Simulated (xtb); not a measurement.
xtb input:

```bash
xtb mol.xyz --gfn 2 --ohess tight --chrg -1 --uhf 0
```
mol.xyz:
```
8

F      2.14194826    -0.04901252     0.04346080
C      0.74100738     0.19421352    -0.03660300
C      0.19437907     1.35388715    -0.27679574
C     -1.31096383     1.35064774    -0.27132260
C     -1.69941137     0.05531067    -0.00079507
S     -0.31208632    -1.16111944     0.22978166
H      0.78113051     2.20522249    -0.51592569
H     -2.64843052    -0.41892607     0.05046834
```

**Question.** What final total energy does it print?

**Answer.** -17.67581 Eh (GFN2-xTB).

It need not be the lowest isomer of its formula. Whether it binds its extra electron was not tested at this geometry.
